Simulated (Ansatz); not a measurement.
Start from `CS[Si]Cl` and change one atom or group to get `C[Si]SC`.

Ansatz, PBE0-D4/def2-TZVP geometries, multiplicity 1. Each molecule was computed in one conformer, which needn't be the lowest.

```json
{"property": "HOMO energy (ωB97M-V/def2-TZVPP) / eV", "`CS[Si]Cl`": "-9.18"}
{"property": "size of the dipole moment (PBE/def2-TZVPP) / D", "`CS[Si]Cl`": "1.62"}
{"property": "HOMO–LUMO gap (B3LYP/def2-TZVPP) / eV", "`CS[Si]Cl`": "4.56"}
{"property": "LUMO energy (B3LYP/def2-TZVPP) / eV", "`CS[Si]Cl`": "-2.38"}
{"property": "HOMO–LUMO gap (PBE0/def2-TZVPP) / eV", "`CS[Si]Cl`": "4.89"}
{"property": "LUMO energy (ωB97M-V/def2-TZVPP) / eV", "`CS[Si]Cl`": "-0.28"}
```

(1) Give the same properties after the change, and the shifts. (Estimate.)

## Answers

(1) The calculation gave: 
| property | `C[Si]SC` | shift |
| --- | --- | --- |
| HOMO energy (ωB97M-V/def2-TZVPP) / eV | -8.34 | 0.84 |
| size of the dipole moment (PBE/def2-TZVPP) / D | 0.51 | -1.11 |
| HOMO–LUMO gap (B3LYP/def2-TZVPP) / eV | 4.12 | -0.44 |
| LUMO energy (B3LYP/def2-TZVPP) / eV | -1.99 | 0.39 |
| HOMO–LUMO gap (PBE0/def2-TZVPP) / eV | 4.46 | -0.43 |
| LUMO energy (ωB97M-V/def2-TZVPP) / eV | 0.10 | 0.38 |

With PBE0 the HOMO rises by 0.84 eV and the LUMO rises by 0.41 eV, so the gap narrows by about 0.43 eV. PBE moves the HOMO by 0.80 eV and ωB97M-V by 0.84 eV. Dipoles are sizes alone; their direction can turn.

B3LYP here is the variant with VWN-RPA as its local correlation; programs differ in this.
